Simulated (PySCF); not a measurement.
Mo(OH)2(H)4 (H6MoO2), SMILES [OH][MoH4][OH], multiplicity 1.

Geometry optimised at PBE-D3(BJ)/def2-SVP. The geometry has at least one imaginary mode, so it is a saddle point at that level. The spin state was assumed, not searched. The def2 effective core potentials stand for the cores of Mo; spin–orbit coupling is left out. Other conformers were not sampled.

All values below come from PBE-D3(BJ)/def2-SVP in PySCF.

Frequencies are harmonic and unscaled.

```csv
mode,ν (cm⁻¹),IR (km/mol),moving atoms (share of kinetic energy)
1,97i,10.4,"H 69 %, Mo 16 %, O 15 %"
2,222,15.6,"O 64 %, H 19 %, Mo 17 %"
3,361,0.0,H 100 %
4,452,43.0,H 96 %
5,516,130.1,H 97 %
6,628,219.0,"H 84 %, O 14 %"
7,651,131.8,"H 60 %, O 36 %"
8,667,135.9,"O 60 %, H 31 %, Mo 9 %"
9,677,0.0,"H 84 %, O 16 %"
10,687,4.3,"O 69 %, H 28 %"
11,827,2.7,"H 61 %, O 22 %, Mo 17 %"
12,854,7.9,H 98 %
13,877,0.0,H 100 %
14,932,39.8,H 98 %
15,1164,41.5,H 99 %
16,1976,46.4,H 100 %
17,1991,14.7,H 100 %
18,2005,65.0,H 98 %
19,2011,41.9,H 98 %
20,3733,301.0,H 94 %
21,3737,6.8,H 94 %
```
